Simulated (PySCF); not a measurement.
Predicted spectroscopic data

- structure optimised with GFN2-xTB
- GIAO PBE0/pcSseg-1 shieldings
- run in PySCF
- isolated molecule, fast rotation and ring inversion assumed for equivalent nuclei, one conformer, no relativistic terms

References, each an isolated molecule treated in the same way: ¹H (31.72 ppm), ¹³C (186.93 ppm) against TMS. Splittings of carbon signals by F and P are missing where no couplings were computed. Where no couplings were computed, multiplicities follow the n + 1 count of equivalent neighbours, and m marks all less simple cases (inequivalent or close neighbours, rings, F or P nearby). Shifts are as computed. Against solution values, carbons near 30 ppm lie about +3 ppm off and those near 130 ppm about +5 ppm; carbons on Cl a further +6 ppm. Of 1211 compounds with measured shifts, 218 miss one by over three times the rms of a fit or turn the order of signals round; such compounds aren't used in these exercises. Carbons bonded to Cl come out too deshielded. OH and NH positions are gas-phase values without hydrogen bonding to other molecules.

**1.** SMILES N#CC1=C(Cl)[C@@H]1F, C4HClFN. ¹H NMR (600 MHz, computed): δ 5.18 (m, 1H). ¹³C{¹H} NMR (computed): δ 149.3, 112.0, 109.2, 74.8.

**2.** `C#CC#CCC(F)=C(F)F`, C7H3F3. ¹H NMR (600 MHz, computed): δ 3.43 (m, 2H), 1.29 (s, 1H). ¹³C{¹H} NMR (computed): δ 167.3, 135.5, 75.6, 75.6, 73.7, 73.4, 22.1.

**3.** SMILES C(=C)CNN=C(C)C, C6H12N2. ¹H NMR (600 MHz, computed): δ 6.43 (m, 1H), 5.56 (m, 1H), 5.36 (m, 1H), 4.13 (br s, 1H), 4.11 (d, 2H), 2.01 (s, 3H), 1.64 (s, 3H). ¹³C{¹H} NMR (computed): δ 146.8 (CH), 135.0 (C), 122.6 (CH2), 61.2 (CH2), 29.7 (CH3), 14.7 (CH3).

**4.** SMILES C=CCN(C)/N=C\C, C6H12N2. ¹H NMR (600 MHz, computed): δ 6.74 (m, 1H), 5.88 (q, 1H), 5.53 (m, 1H), 5.49 (m, 1H), 4.03 (d, 2H), 3.35 (s, 3H), 2.00 (d, 3H). ¹³C{¹H} NMR (computed): δ 149.8 (CH), 122.5 (CH2), 120.0 (CH), 57.6 (CH2), 49.6 (CH3), 18.6 (CH3).
